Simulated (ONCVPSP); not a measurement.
## Configuration tests for ruthenium (Ru) (ONCV)

```json
{
  "Element": "ruthenium (Ru)",
  "Generator": "ONCVPSP 4.0.1",
  "Type": "optimised norm-conserving Vanderbilt (ONCV)",
  "Functional": "PBEsol",
  "Relativity": "fully relativistic",
  "Frozen core": "[Kr]",
  "Valence charge": "8",
  "Reference configuration": "4d7 5s1",
  "Partial waves": "5s: rc 3.00 bohr, ncon 5, nbas 10, qcut 1.9 1/bohr, 3 projectors, debl 3.1 Ha; p scattering state at 0.08 Ha: rc 2.70 bohr, ncon 4, nbas 7, qcut 3.3 1/bohr, 1 projector; 4d: rc 1.50 bohr, ncon 4, nbas 7, qcut 7.3 1/bohr, 2 projectors, debl 2.2 Ha",
  "Local potential": "polynomial inside 1.25 bohr (lpopt 5, dvloc0 1 Ha)",
  "Core correction": "none"
}
```

Open shells are filled in proportion to 2j + 1.

In the p channel the program set the typed energies aside and used 0.050 Ha (j = l + 1/2; the other j can differ).

Energies are relative to the spin-unpolarised reference configuration 4d7 5s1; without spin polarisation the order of configurations can differ from experiment.

```
valence configuration  charge  ΔE all-electron (eV)  error AE − PS (meV)
              4d7 5s0      +1                 7.301                 +2.0
              4d5 5s0      +3                56.092                 -138
          4d7 5s0 5p1       0                 3.517                 +0.5
```

Problem. What are ΔE and the potential's error for 4d6 5s0?

Solution. ΔE = 25.485 eV all-electron; the error (AE − PS) is -9.7 meV.

Levels in the configuration 4d7 5s0:

| level | all-electron (eV) | pseudo (eV) |
| --- | --- | --- |
| 4d j=5/2 | -12.414 | -12.401 |
| 4d j=3/2 | -12.747 | -12.733 |

These tests converged, but a pseudo level misses the all-electron one widely, so the file describes the atom poorly there or has found another state: 4d7 5s0 5p1: empty 5s by 5.1 eV.

Note: ghosts flagged at negative energy: p3/2 at -41.8 eV, p1/2 at -39.5 eV; GHOST(+) flagged for s at 33.7 eV, s at 258.1 eV. A true bound ghost makes a file unfit for plane-wave use.
